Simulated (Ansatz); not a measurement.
Reaction (redistribution): `C[NH][GeH2][NH]C` + `O=C[SiH2]Cl` → `C[NH][GeH2][Cl]` + `CN[SiH2]C=O`

Program: Ansatz. Geometries: PBE0-D4/def2-TZVP. ΔE: electronic, gas phase. CCSD(T)/CBS is the MP2 limit (def2-TZVPP, def2-QZVPP) plus CCSD(T) − MP2 in def2-TZVPP, frozen cores. For Ge outer-core shells are correlated without core-valence functions, which leaves a few kJ/mol of doubt a bond. Scalar relativity is left out up to krypton. One conformer a species, not always the lowest.

```json
{"species": "`C[NH][GeH2][NH]C`", "CCSD(T)/CBS(def2) energy (Eh)": "-2267.64148"}
{"species": "`O=C[SiH2]Cl`", "CCSD(T)/CBS(def2) energy (Eh)": "-863.90082"}
{"species": "`C[NH][GeH2][Cl]`", "CCSD(T)/CBS(def2) energy (Eh)": "-2632.29815"}
{"species": "`CN[SiH2]C=O`", "CCSD(T)/CBS(def2) energy (Eh)": "-499.25691"}
```

Problem. Work out ΔE.

Solution. ΔE = (-2632.29815) + (-499.25691) − (-2267.64148) − (-863.90082) = -0.01276 Eh = -8.0 kcal/mol.

Largest T1 diagnostic among the species: 0.014.

In def2-TZVPP, CCSD(T) changes the Hartree–Fock value by +2.8 kcal/mol (the triples alone add +0.3 kcal/mol) and MP2 by +3.1 kcal/mol.
